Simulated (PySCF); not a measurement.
This PySCF input asks for the NMR shieldings of `COB(OC)C1C[SiH2]C1`, C₅H₁₃BO₂Si; the geometry comes from GFN2-xTB.

```python
import basis_set_exchange as bse
import numpy as np
from pyscf import gto, dft
from pyscf.prop import nmr

atoms = """
C    -1.882799    1.901199   -0.105027
O    -1.849752    0.499262   -0.071493
B    -0.761658   -0.240429    0.291597
O    -0.885872   -1.587731    0.237318
C    -2.080993   -2.208925   -0.177538
C     0.645038    0.378611    0.731741
C     1.407663    1.007880   -0.473193
Si    2.908869   -0.128175   -0.167590
C     1.700709   -0.654150    1.205129
H    -2.930957    2.204211   -0.120948
H    -1.392939    2.338080    0.768569
H    -1.386763    2.275105   -1.005291
H    -2.391827   -1.836757   -1.156185
H    -2.883157   -2.011924    0.537478
H    -1.890250   -3.281242   -0.230836
H     0.496843    1.138772    1.504585
H     1.568528    2.078746   -0.363268
H     0.896188    0.855197   -1.421948
H     3.213146   -1.096052   -1.223015
H     4.137319    0.547322    0.263726
H     2.025150   -0.487215    2.230352
H     1.327104   -1.672399    1.141850
"""
names = dict.fromkeys(["C", "O", "B", "Si", "H"], "pcSseg-1")
basis = {el: gto.basis.parse(bse.get_basis(n, elements=[el], fmt="nwchem")) for el, n in names.items()}
mol = gto.M(atom=atoms, basis=basis, charge=0, verbose=0)
mf = dft.RKS(mol, xc="PBE0")
mf.grids.level = 2
mf.grids.alignment = dft.numint.BLKSIZE   # the property module wants whole blocks of grid points
mf.conv_tol = 1e-9
mf.kernel()

calc = nmr.RKS(mf)   # GIAO
C = mf.mo_coeff
Co = C[:, mf.mo_occ > 0]
resp = mf.gen_response(singlet=True, hermi=2)
def vind(x):   # induced exchange potential for any number of trial vectors
    d = np.einsum("pi,xij,qj->xpq", C, 2 * x.reshape(-1, C.shape[1], Co.shape[1]), Co, optimize=True)
    return np.einsum("xpq,pi,qj->xij", resp(d - d.transpose(0, 2, 1)), C, Co, optimize=True).ravel()
mo1, _ = nmr.rhf.solve_mo1(calc, with_cphf=vind)
sigma = calc.kernel(mo1)
for i, s in enumerate(sigma):   # ppm
    print("%2d %-2s %9.2f" % (i, mol.atom_pure_symbol(i), np.trace(s) / 3))
```

Question: What are the results?

Answer: 
```
 0 C     132.37
 1 O     234.52
 2 B      71.21
 3 O     231.56
 4 C     133.05
 5 C     168.12
 6 C     177.03
 7 Si    380.74
 8 C     177.08
 9 H      27.78
10 H      27.90
11 H      27.89
12 H      27.75
13 H      27.94
14 H      27.89
15 H      29.39
16 H      30.09
17 H      30.63
18 H      26.85
19 H      26.74
20 H      30.29
21 H      29.56
```

These numbers come from an equivalent density-fitted implementation of the same equations, which agrees with the script to about 0.01 ppm for H and up to a few tenths of a ppm for heavy atoms, so last digits may differ.

Size and cost of the density-fitted run: 225 basis functions, 110 s wall time on 1 thread of an Intel Xeon, shared host; peak memory 1 GiB.
